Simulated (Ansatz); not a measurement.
Basis-set extrapolation for `N[SiH2]N[SiH2]O` (PBE0-D4/def2-TZVP geometry, frozen core, Ansatz). Multiplicity 1, RHF reference.

|  | def2-TZVPP | def2-QZVPP |
| --- | --- | --- |
| HF | -766.542992 | -766.571634 |
| MP2 correlation | -0.915922 | -0.985829 |
| CCSD(T) correlation | -0.995459 | not run |

Energies in hartree. Use E(X) = E(∞) + A·exp(−7.88·√X) for Hartree–Fock and E(X) = E(∞) + B·X^(−2.97) for correlation, with X = 3 and 4, and add CCSD(T) minus MP2 of the smaller set to the MP2 limit.

Problem. What is the CCSD(T) energy at the basis-set limit?

Solution. HF limit: -766.571634 + (-0.028642) × 0.13774 = -766.57558. MP2 limit: -0.985829 + (-0.069907) × 0.74074 = -1.03761. Higher-order term: -0.995459 − (-0.915922) = -0.07954. Total: -767.69273 hartree, 405.1 kJ/mol below CCSD(T)/def2-TZVPP.
